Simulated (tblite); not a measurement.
Compound: C4H12Ge2.
Atom-mapped SMILES: `[CH3:1][CH2:2][GeH:3]1[CH2:4][GeH2:5][CH2:6]1` (hydrogens: H7, H8, H9 on C1; H10, H11 on C2; H12 on Ge3; H13, H14 on C4; H15, H16 on Ge5; H17, H18 on C6)

Computed with GFN2-xTB (tblite), gas phase: L-BFGS steps from a force-field or distance-geometry start until the largest atomic force falls under 0.01 eV/Å.

Step 38: E = -502.6342 eV
```
atom  x, y, z in Å  |  force x, y, z in eV/Å
C1      2.7768   -0.0421   -0.1486   -0.017   0.005   0.004
C2      1.5645    0.3613    0.6792   -0.021  -0.029   0.003
Ge3    -0.0514   -0.7368    0.2495    0.021   0.085  -0.004
C4     -1.7320   -0.2685    1.2401   -0.029   0.023   0.014
Ge5    -2.4434    0.6191   -0.3951    0.035  -0.052   0.044
C6     -0.9314   -0.1300   -1.4513    0.006  -0.013  -0.007
H7      3.5966    0.6575    0.0067    0.026  -0.029   0.015
H8      3.1128   -1.0396    0.1280   -0.004   0.013   0.005
H9      2.5374   -0.0551   -1.2108   -0.028   0.029   0.005
H10     1.3153    1.4077    0.4844   -0.033  -0.063  -0.003
H11     1.7987    0.2830    1.7419   -0.016  -0.013  -0.024
H12     0.2413   -2.2371    0.2852    0.056   0.005  -0.016
H13    -2.2925   -1.1564    1.5264   -0.011   0.039  -0.013
H14    -1.6379    0.3584    2.1222    0.050  -0.002  -0.007
H15    -2.4309    2.1242   -0.3069   -0.004   0.026  -0.003
H16    -3.8409    0.2164   -0.8099   -0.020  -0.006  -0.029
H17    -1.2265   -0.9418   -2.1110    0.005  -0.009   0.002
H18    -0.3651    0.5863   -2.0415   -0.017  -0.007   0.015
```

Step 39: E = -502.6351 eV
```
atom  x, y, z in Å  |  force x, y, z in eV/Å
C1      2.7783   -0.0412   -0.1464   -0.017   0.014  -0.001
C2      1.5654    0.3609    0.6809   -0.030  -0.040   0.001
Ge3    -0.0492   -0.7348    0.2459   -0.028   0.046  -0.006
C4     -1.7299   -0.2650    1.2391    0.000   0.004   0.026
Ge5    -2.4451    0.6189   -0.3949    0.039  -0.047   0.035
C6     -0.9363   -0.1310   -1.4534    0.038  -0.029  -0.002
H7      3.5992    0.6553    0.0155    0.037  -0.031   0.019
H8      3.1106   -1.0424    0.1231   -0.010   0.033   0.005
H9      2.5413   -0.0444   -1.2090   -0.028   0.023   0.002
H10     1.3135    1.4076    0.4903   -0.011  -0.065  -0.004
H11     1.7967    0.2768    1.7437   -0.012  -0.006  -0.020
H12     0.2412   -2.2377    0.2794    0.055   0.027  -0.012
H13    -2.2888   -1.1532    1.5286   -0.011   0.048  -0.012
H14    -1.6295    0.3623    2.1203    0.035  -0.002  -0.010
H15    -2.4341    2.1233   -0.3127    0.000   0.040   0.003
H16    -3.8424    0.2162   -0.8074   -0.028  -0.014  -0.030
H17    -1.2320   -0.9467   -2.1083    0.007   0.003   0.001
H18    -0.3676    0.5812   -2.0463   -0.034  -0.002   0.006
```

Question: Estimate the geometry and energy of step 40. (The exact step hangs on the optimiser's Hessian estimate; all steps are aligned on step 39, rigid shifts and turns removed.)

Answer: E = -502.6360 eV, largest force 0.074 eV/Å
```
atom  x, y, z in Å  |  force x, y, z in eV/Å
C1      2.7798   -0.0396   -0.1439   -0.011   0.019  -0.007
C2      1.5659    0.3596    0.6827   -0.027  -0.041  -0.003
Ge3    -0.0475   -0.7319    0.2419   -0.065  -0.017  -0.004
C4     -1.7274   -0.2611    1.2383    0.033  -0.012   0.031
Ge5    -2.4464    0.6180   -0.3942    0.022  -0.019   0.009
C6     -0.9409   -0.1327   -1.4557    0.054  -0.037   0.006
H7      3.6029    0.6526    0.0256    0.035  -0.031   0.021
H8      3.1081   -1.0446    0.1179   -0.015   0.042   0.003
H9      2.5453   -0.0324   -1.2071   -0.026   0.017   0.000
H10     1.3118    1.4062    0.4965    0.005  -0.051  -0.005
H11     1.7944    0.2698    1.7452   -0.007  -0.002  -0.008
H12     0.2414   -2.2376    0.2732    0.052   0.052  -0.007
H13    -2.2851   -1.1488    1.5304   -0.015   0.044  -0.003
H14    -1.6202    0.3666    2.1180    0.019   0.004  -0.003
H15    -2.4373    2.1232   -0.3185    0.003   0.036   0.006
H16    -3.8445    0.2153   -0.8050   -0.023  -0.018  -0.026
H17    -1.2377   -0.9523   -2.1054    0.010   0.009  -0.003
H18    -0.3714    0.5759   -2.0516   -0.044   0.006  -0.007
```

The energy changes by -0.0009 eV. The first-order estimate −F·Δx gives -0.0013 eV and the mean of the old and new forces, exact on a quadratic surface, -0.0009 eV. The step makes an angle of 77° with the force vector and moves no atom by more than 0.013 Å.

The cost below is that of the whole relaxation. The run took 0.83 s wall on one thread of an Arm Neoverse V1, on a shared host.
